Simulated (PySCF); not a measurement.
# Carbon: a sound run and one with changed settings

Sound run: C(2+) [He] 2s2, C(3+) [He] 2s1. Computed with PySCF 2.14 in x2c-TZVPall (5s3p2d1f, 31 functions), with scalar relativity by spin-free X2C-1e. In the sound run the correlated levels freeze 1s2. The sound run starts from symmetry-adapted Hartree-Fock orbitals and uses a fine grid where one is needed.

Changed run: basis STO-3G, all-electron and non-relativistic. This setting is unsound on purpose.

```csv
species,method,sound run (hartree),changed run (hartree),converged
C(2+),UHF,-36.42257,-35.97831,yes
C(2+),BP86,-36.52126,-36.06368,yes
C(2+),LDA,-36.14306,-35.69002,yes
C(2+),MP2,-36.46506,-36.01050,yes
C(2+),CCSD(T),-36.49519,-36.04086,yes
C(3+),UHF,-34.73962,-34.28507,yes
C(3+),BP86,-34.78713,-34.32076,yes
C(3+),LDA,-34.41746,-33.95684,yes
```

Ionisation energy of C(2+):

```
 method  sound run (eV)  changed run (eV)
    UHF          45.795            46.075
   BP86          47.188            47.427
    LDA          46.956            47.162
    MP2          46.952            46.951
SCS-MP2          47.183            47.127
   CCSD          47.771            47.778
CCSD(T)          47.771            47.778
  CCSDT          47.771            47.778
    FCI          47.771            47.778
```

A minimal basis cannot let orbitals breathe on ionisation and holds almost no correlation. The Hamiltonian changed with the basis, so the totals do not compare.

For comparison, NIST gives 47.888 eV between the lowest levels.
